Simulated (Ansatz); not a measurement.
Level of theory: Ansatz (an electronic-structure program) with frozen-core CCSD(T)/cc-pVTZ // B3LYP-D3(BJ)/def2-TZVP.

Ansatz 0.2 input:
```yaml
crystal:
  periodic: [false, false, false]
  atoms:
    - { symbol: O, position_ang: [1.001163, 0.070674, -0.15925] }
    - { symbol: Si, position_ang: [-0.820993, -0.045058, 0.076286] }
    - { symbol: H, position_ang: [1.575502, -0.701013, -0.300204] }
    - { symbol: H, position_ang: [1.524363, 0.857423, 0.069922] }
    - { symbol: H, position_ang: [-0.965406, -0.386424, 1.493557] }
    - { symbol: H, position_ang: [-1.117396, -1.114461, -0.879133] }
    - { symbol: H, position_ang: [-1.197233, 1.318859, -0.301176] }
basis:
  gaussian: { orbitals: cc-pVTZ }
correlation:
  method: ccsd_t
total_charge: 1
```

Output:

```
Functional definition: HF
763 factors; integrals over basis functions are off by at most 1.2e-3 eV
mean field evaluation 1: about -9968.9315 eV, gradient 5.1e1 eV
mean field evaluation 2: about -9968.9377 eV, gradient 5.1e1 eV
mean field evaluation 4: about -9973.1844 eV, gradient 2.4e0 eV
mean field evaluation 8: about -9973.2077 eV, gradient 8.8e-2 eV
mean field evaluation 16: about -9973.1976 eV, gradient 3.5e-1 eV
mean field -9973.20772737 eV, -366.5086238977 hartree, gradient 2.0e-6 eV, S^2 0.000000; 0 other end points of the search recorded, 0 dependent functions left out
6 core orbitals not correlated
reference -9973.20772737 eV, -366.5086238977 hartree; 7, 7 occupied and 121, 121 virtual orbitals, 763 factors
second order -10.08814414 eV of doubles, -0.00000000 eV of singles
cycle   1  -10.53170093 eV  change   -4.4e-1 eV  update   6.1e-2
cycle   2  -10.82709901 eV  change   -3.0e-1 eV  update   1.9e-2
cycle   3  -10.85295743 eV  change   -2.6e-2 eV  update   6.2e-3
cycle   4  -10.84939029 eV  change    3.6e-3 eV  update   1.5e-3
cycle   5  -10.85007837 eV  change   -6.9e-4 eV  update   4.9e-4
cycle   6  -10.85001757 eV  change    6.1e-5 eV  update   1.3e-4
cycle   7  -10.84996549 eV  change    5.2e-5 eV  update   3.5e-5
cycle   8  -10.84996617 eV  change   -6.8e-7 eV  update   1.2e-5
perturbative correction -0.29601475 eV, -0.0108783415 hartree
Total energy: -9984.35370829 eV, -366.9182311416 hartree
```

Cost: around 4 core-seconds (rough).
